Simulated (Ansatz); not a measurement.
The same molecule with X = Si, Ge, Sn. Ansatz, PBE0-D4/def2-TZVP geometries, multiplicity 1. Each molecule was computed in one conformer, which needn't be the lowest.

Elements past krypton have def2 core potentials. Scalar relativity is left out up to krypton.

| X | molecule | mean X–H bond length / Å | mean X–S bond length / Å | LUMO energy (B3LYP/def2-TZVPP) / eV | HOMO energy (B3LYP/def2-TZVPP) / eV | LUMO energy (PBE0/def2-TZVPP) / eV |
| --- | --- | --- | --- | --- | --- | --- |
| Ge | `[SH][GeH2][SH]` | 1.533 | 2.222 | -0.78 | -7.09 | -0.50 |
| Sn | `[SH][SnH2][SH]` | 1.701 | 2.402 | -1.28 | -7.09 | -0.99 |

Problem. Give the row for X = Si, `S[SiH2]S`. (An estimate is asked.)

Solution. Ansatz gave: 
```
 X    molecule  mean X–H bond length / Å  mean X–S bond length / Å  LUMO energy (B3LYP/def2-TZVPP) / eV  HOMO energy (B3LYP/def2-TZVPP) / eV  LUMO energy (PBE0/def2-TZVPP) / eV
Si  `S[SiH2]S`                     1.483                     2.132                                -0.26                                -7.28                                0.00
```

From Si to Sn the mean X–H bond length rises at each step, by 0.218 Å in all; the mean X–S bond length rises at each step, by 0.270 Å in all; the LUMO energy (B3LYP/def2-TZVPP) falls at each step, by 1.02 eV in all; the HOMO energy (B3LYP/def2-TZVPP) isn't monotonic: highest at Ge, lowest at Si; the LUMO energy (PBE0/def2-TZVPP) falls at each step, by 0.99 eV in all. Bonds lengthen as the atom grows down the group.

B3LYP here is the variant with VWN-RPA as its local correlation; programs differ in this.
